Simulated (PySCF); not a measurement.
Electron correlation in V (vanadium, neutral)

[Ar] 3d2 4s2 4p1, one real determinant (an excited configuration). Computed with PySCF 2.14 in aug-cc-pVDZ, with the non-relativistic Hamiltonian (point nucleus). Frozen: [Ar]; 5 electrons correlated.

MP2 pair energies summed by pair of shells (mhartree):

| pair | energy | share (%) |
| --- | --- | --- |
| 4s-4s | -16.47 | 34.2 |
| 4s-4p | -15.74 | 32.7 |
| 3d-4s | -11.25 | 23.4 |
| 3d-3d | -2.86 | 6.0 |
| 3d-4p | -1.78 | 3.7 |

Total MP2 correlation energy: -48.11 mhartree.

Same-spin part -11.27 and opposite-spin part -36.84 mhartree; SCS-MP2 scales them by 1/3 and 6/5 to -47.96 mhartree.

The reference is one real determinant that mixes LS terms of this configuration.
